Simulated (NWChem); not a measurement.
System: MoF₆; SMILES [F][Mo]([F])([F])([F])([F])[F]

All runs: NWChem. All runs use the structure optimised with PBE0/def2-SVP. Not confirmed as a minimum by frequencies. def2 effective core potentials on Mo; no spin-orbit coupling. B3LYP is NWChem's, with the RPA form of VWN correlation. Total energies compare along this basis series because the functional is fixed.

| level | basis functions | energy (Ha) | highest occupied level (eV) | orbital gap (eV) |
|---|---|---|---|---|
| B3LYP/def2-SVP | 115 | -667.0119 | -12.43 | 6.49 |
| B3LYP/def2-SVPD | 172 | -667.0551 | -12.57 | 6.54 |
| B3LYP/def2-TZVP | 226 | -667.7727 | -12.49 | 6.59 |
| B3LYP/def2-TZVPP | 242 | -667.7890 | -12.45 | 6.66 |
